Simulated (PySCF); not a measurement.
C2H5F3GeO.
Bonds: C1–O2, O2–Ge3, Ge3–C4, C4–F5, C4–F6, C4–F7. Hydrogens: H8, H9, H10 on C1; H11, H12 on Ge3.

Computed with PySCF 2.14.0, PBE0-D3(BJ)/def2-SVP geometry optimisation, gas phase.

Give the optimised bond lengths and angles.

```tsv
bond	length (bohr)
C1–O2	2.653
O2–Ge3	3.344
Ge3–C4	3.804
C4–F5, C4–F6, C4–F7	2.530
C1–H8, C1–H9, C1–H10	2.087
Ge3–H11	2.889
Ge3–H12	2.910
```

Bonds in one row agree within 0.02 bohr and their mean is given. A selection of angles:
```tsv
angle	degrees
O2–C1–H8	112.4
O2–C1–H10	108.1
H8–C1–H9	108.2
C1–O2–Ge3	120.9
O2–Ge3–C4	108.3
O2–Ge3–H11	106.0
O2–Ge3–H12	110.3
C4–Ge3–H11	109.6
C4–Ge3–H12	107.7
H11–Ge3–H12	114.7
Ge3–C4–F5	111.6
F5–C4–F6	107.3
```

Dihedral angles: C1–O2–Ge3–C4 -66° (synclinal); O2–Ge3–C4–F5 117° (anticlinal). The mirror-image conformer, all signs reversed, is as good.

All 3 C–F bonds measure 1.339 Å. Of the pairs four or more bonds apart, F6···H9 is among the closest relative to their van der Waals radii: 2.62 Å, 98 % of the sum of Bondi's values. Ge3 (germanium bonded to C, O and 2 H) is distorted tetrahedral (angles from 106.0° to 114.7°).

Point group: C1 (no symmetry element, even within 0.4 Å). No PBE0-D3(BJ)/def2-SVP frequencies stand behind this structure, so it isn't proved a minimum. One conformer, not necessarily the lowest.
